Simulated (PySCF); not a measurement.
SMILES CC(C)[Se]O[SiH3] (C3H10OSeSi) (GFN2-xTB optimised geometry):

```
16

Se     1.699    -1.392     0.054
C      1.493    -2.011    -1.827
C      2.406    -3.209    -2.029
C      1.797    -0.875    -2.784
H      0.444    -2.311    -1.916
H      2.291    -3.595    -3.041
H      3.448    -2.923    -1.887
H      2.167    -4.005    -1.325
H      1.189    -0.005    -2.543
H      1.581    -1.175    -3.808
H      2.846    -0.593    -2.717
O      0.464    -0.050     0.000
Si    -1.166    -0.050     0.000
H     -1.680    -0.696    -1.214
H     -1.366     1.392     0.000
H     -1.699    -0.749     1.168
```

Computed with PySCF with PBE0/def2-TZVP.

Task: What are the frontier orbital energies and the dipole moment?

Result: HOMO-2 -9.15 eV, HOMO-1 -8.05 eV, HOMO -6.22 eV, LUMO -1.15 eV, LUMO+1 0.38 eV; dipole moment 2.06 D.

On the same geometry PBE/def2-TZVP run with PySCF gives HOMO-2 -7.76 eV, HOMO-1 -6.74 eV, HOMO -5.01 eV, LUMO -2.14 eV, LUMO+1 -0.50 eV; dipole moment 1.94 D.

Meta-Löwdin charges at PBE0/def2-TZVP: Se1 0.35, C2 -0.13, C3 -0.35, C4 -0.35, H5 0.12, H6 0.13, H7 0.12, H8 0.12, H9 0.13, H10 0.12, H11 0.12, O12 -0.77, Si13 0.75, H14 -0.13, H15 -0.10, H16 -0.12.
